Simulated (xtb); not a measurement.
xtb input file for AlH3O3, SMILES [OH][Al]([OH])[OH] (connectivity only; charge and spin as stated), charge +1, multiplicity 2, GFN2-xTB. 

```
$ xtb mol.xyz --gfn 2 --sp --chrg 1 --uhf 1 --json
$ cat mol.xyz
7

Al     0.02072187     0.01114719     0.00348262
O     -1.21878559    -1.06280683    -0.12533280
H     -1.94569019    -1.68133899    -0.19915876
O     -0.03189049     1.43679161    -0.81535372
H     -0.07160681     2.26692200    -1.29066477
O      1.31513729    -0.34716266     0.95369911
H      2.06941439    -0.55625297     1.50502771
```

Output:

```
[banner left out]
          |                Calculation Setup                |
           -------------------------------------------------



           -------------------------------------------------
          |                 G F N 2 - x T B                 |
           -------------------------------------------------

        Reference                      10.1021/acs.jctc.8b01176
      * Hamiltonian:
        H0-scaling (s, p, d)           1.850000    2.230000    2.230000
        zeta-weighting                 0.500000
      * Dispersion:
        s8                             2.700000
        a1                             0.520000
        a2                             5.000000
        s9                             5.000000
      * Repulsion:
        kExp                           1.500000    1.000000
        rExp                           1.000000
      * Coulomb:
        alpha                          2.000000
        third order                    shell-resolved
        anisotropic                    true
        a3                             3.000000
        a5                             4.000000
        cn-shift                       1.200000
        cn-exp                         4.000000
        max-rad                        5.000000


          ...................................................
          :                      SETUP                      :
          :.................................................:
          :  # basis functions                  25          :
          :  # atomic orbitals                  24          :
          :  # shells                           12          :
          :  # electrons                        23          :
          :  max. iterations                   250          :
          :  Hamiltonian                  GFN2-xTB          :
          :  restarted?                      false          :
          :  GBSA solvation                  false          :
          :  PC potential                    false          :
          :  electronic temp.          300.0000000     K    :
          :  accuracy                    1.0000000          :
          :  -> integral cutoff          0.2500000E+02      :
          :  -> integral neglect         0.1000000E-07      :
          :  -> SCF convergence          0.1000000E-05 Eh   :
          :  -> wf. convergence          0.1000000E-03 e    :
          :  Broyden damping             0.4000000          :
          :  net charge                          1          :
          :  unpaired electrons                  1          :
          ...................................................

 iter      E             dE          RMSdq      gap      omega  full diag
   1    -14.4787116 -0.144787E+02  0.163E+01    5.71       0.0  T
   2    -14.5046342 -0.259226E-01  0.804E+00    5.88       1.0  T
   3    -14.5092749 -0.464073E-02  0.235E+00    4.82       1.0  T
   4    -14.5130284 -0.375346E-02  0.793E-01    5.14       1.0  T
   5    -14.5052039  0.782448E-02  0.106E+00    5.34       1.0  T
   6    -14.5139173 -0.871338E-02  0.201E-01    5.41       1.0  T
   7    -14.5141545 -0.237167E-03  0.987E-02    5.38       1.0  T
   8    -14.5142015 -0.470682E-04  0.821E-02    5.33       1.0  T
   9    -14.5142039 -0.232362E-05  0.559E-02    5.33       1.0  T
  10    -14.5142129 -0.903165E-05  0.326E-03    5.35      11.6  T
  11    -14.5142129 -0.234639E-07  0.594E-04    5.35      63.6  T
  12    -14.5142129 -0.102555E-08  0.209E-04    5.35     180.8  T

   *** convergence criteria satisfied after 12 iterations ***

         #    Occupation            Energy/Eh            Energy/eV
      -------------------------------------------------------------
         1        2.0000           -0.9181942             -24.9853
       ...           ...                  ...                  ...
         6        2.0000           -0.7828794             -21.3032
         7        2.0000           -0.7194652             -19.5776
         8        2.0000           -0.7192347             -19.5714
         9        2.0000           -0.7144356             -19.4408
        10        2.0000           -0.7143287             -19.4379
        11        2.0000           -0.7076826             -19.2570
        12        1.0000           -0.6863398             -18.6763 (HOMO)
        13                         -0.4898208             -13.3287 (LUMO)
        14                         -0.2791786              -7.5968
        15                         -0.1703582              -4.6357
        16                         -0.1693350              -4.6078
        17                         -0.1630184              -4.4360
       ...                                ...                  ...
        24                          0.8485871              23.0912
      -------------------------------------------------------------
                  HL-Gap            0.1965190 Eh            5.3476 eV
             Fermi-level           -0.6425453 Eh          -17.4845 eV

 SCC (total)                   0 d,  0 h,  0 min,  0.007 sec
 SCC setup                      ...        0 min,  0.000 sec (  3.228%)
 Dispersion                     ...        0 min,  0.000 sec (  1.670%)
 classical contributions        ...        0 min,  0.000 sec (  0.849%)
 integral evaluation            ...        0 min,  0.001 sec ( 12.126%)
 iterations                     ...        0 min,  0.004 sec ( 57.223%)
 molecular gradient             ...        0 min,  0.001 sec ( 21.054%)
 printout                       ...        0 min,  0.000 sec (  3.465%)

         :::::::::::::::::::::::::::::::::::::::::::::::::::::
         ::                     SUMMARY                     ::
         :::::::::::::::::::::::::::::::::::::::::::::::::::::
         :: total energy             -14.410407498748 Eh    ::
         :: gradient norm              0.000346925989 Eh/a0 ::
         :: HOMO-LUMO gap              5.347555051748 eV    ::
         ::.................................................::
         :: SCC energy               -14.514211057126 Eh    ::
         :: -> isotropic ES            0.171797106565 Eh    ::
         :: -> anisotropic ES         -0.009604587104 Eh    ::
         :: -> anisotropic XC         -0.005384230090 Eh    ::
         :: -> dispersion             -0.001998867271 Eh    ::
         :: repulsion energy           0.103803558378 Eh    ::
         :: add. restraining           0.000000000000 Eh    ::
         :: total charge               1.000000000000 e     ::
         :::::::::::::::::::::::::::::::::::::::::::::::::::::

           -------------------------------------------------
          |                Property Printout                |
           -------------------------------------------------

    * Orbital Energies and Occupations

         #    Occupation            Energy/Eh            Energy/eV
      -------------------------------------------------------------
         1        2.0000           -0.9181942             -24.9853
         2        2.0000           -0.8974228             -24.4201
         3        2.0000           -0.8973100             -24.4170
         4        2.0000           -0.8355198             -22.7357
         5        2.0000           -0.7830034             -21.3066
         6        2.0000           -0.7828794             -21.3032
         7        2.0000           -0.7194652             -19.5776
         8        2.0000           -0.7192347             -19.5714
         9        2.0000           -0.7144356             -19.4408
        10        2.0000           -0.7143287             -19.4379
        11        2.0000           -0.7076826             -19.2570
        12        1.0000           -0.6863398             -18.6763 (HOMO)
Note: The following floating-point exceptions are signalling: IEEE_UNDERFLOW_FLAG IEEE_DENORMAL
normal termination of xtb
        13                         -0.4898208             -13.3287 (LUMO)
        14                         -0.2791786              -7.5968
        15                         -0.1703582              -4.6357
        16                         -0.1693350              -4.6078
        17                         -0.1630184              -4.4360
        18                         -0.1619397              -4.4066
        19                         -0.1157891              -3.1508
        20                         -0.0396396              -1.0786
        21                         -0.0390366              -1.0622
        22                          0.3262331               8.8773
        23                          0.8448788              22.9903
        24                          0.8485871              23.0912
      -------------------------------------------------------------
                  HL-Gap            0.1965190 Eh            5.3476 eV
             Fermi-level           -0.6425453 Eh          -17.4845 eV

     #   Z          covCN         q      C6AA      α(0)
     1  13 Al       2.206     0.526   123.202    24.946
     2   8 O        1.541    -0.256    18.335     5.776
     3   1 H        0.806     0.414     0.459     1.064
     4   8 O        1.541    -0.256    18.336     5.777
     5   1 H        0.806     0.414     0.459     1.064
     6   8 O        1.541    -0.256    18.332     5.776
     7   1 H        0.806     0.414     0.459     1.064

 Mol. C6AA /au·bohr⁶  :        636.894967
 Mol. C8AA /au·bohr⁸  :      28463.557539
 Mol. α(0) /au        :         45.467820


Wiberg/Mayer (AO) data.
largest (>0.10) Wiberg bond orders for each atom

 ---------------------------------------------------------------------------
     #   Z sym  total        # sym  WBO       # sym  WBO       # sym  WBO
 ---------------------------------------------------------------------------
     1  13 Al   3.966 --     4 O    1.300     2 O    1.298     6 O    1.298
     2   8 O    2.500 --     1 Al   1.298     3 H    0.795     6 O    0.200
                             4 O    0.199
     3   1 H    0.829 --     2 O    0.795
     4   8 O    2.502 --     1 Al   1.300     5 H    0.795     6 O    0.199
                             2 O    0.199
     5   1 H    0.828 --     4 O    0.795
     6   8 O    2.501 --     1 Al   1.298     7 H    0.795     2 O    0.200
                             4 O    0.199
     7   1 H    0.828 --     6 O    0.795
 ---------------------------------------------------------------------------

Topologies differ in total number of bonds
Writing topology from bond orders to xtbtopo.mol

molecular dipole:
                 x           y           z       tot (Debye)
 q only:        0.031       0.021       0.010
   full:        0.029       0.022       0.009       0.095
molecular quadrupole (traceless):
                xx          xy          yy          xz          yz          zz
 q only:        2.187       3.254       2.497       6.008      -5.726      -4.684
  q+dip:        2.563       3.812       2.927       7.040      -6.711      -5.490
   full:        1.952       2.860       2.194       5.315      -5.059      -4.146


           -------------------------------------------------
          | TOTAL ENERGY              -14.410407498748 Eh   |
          | GRADIENT NORM               0.000346925989 Eh/α |
          | HOMO-LUMO GAP               5.347555051748 eV   |
           -------------------------------------------------

------------------------------------------------------------------------
------------------------------------------------------------------------
 total:
 SCF:
```

Self-consistency was reached.
